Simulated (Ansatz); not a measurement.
Problem. Name a neutral molecule of C, Cl, Sn and H with LUMO energy (ωB97M-V/def2-TZVPP) between -1.15 and -0.85 eV and LUMO energy (PBE/def2-TZVPP) between -3.70 and -3.40 eV (Ansatz, PBE0-D4/def2-TZVP geometry).

Solution. `C[CH](C)[Sn][Cl]` (-0.99 eV, -3.43 eV); `[CH3][Sn][Cl]` (-0.97 eV, -3.42 eV); `C[CH2][Sn][Cl]` (-1.00 eV, -3.44 eV). Other molecules can fit too; these were computed, each in one conformer that needn't be the lowest.
